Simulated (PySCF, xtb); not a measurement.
CCl3, SMILES Cl[C](Cl)Cl (connectivity only; charge and spin as stated), charge +1, multiplicity 1.

Harmonic wavenumbers (cm⁻¹) from GFN2-xTB (xtb 6.7.1) at its own minimum, in rising order: 269, 269, 445, 506, 822, 823.

### Question
What does PySCF with PBE-D3(BJ)/def2-SVP give at its own minimum? (Estimate from the structure and the level; the computed values follow.)

### Answer
306, 306, 509, 534, 1022, 1022. Paired by order, the mean absolute difference is 94 cm⁻¹ and the zero-point energies are 4.5 and 5.3 kcal/mol.
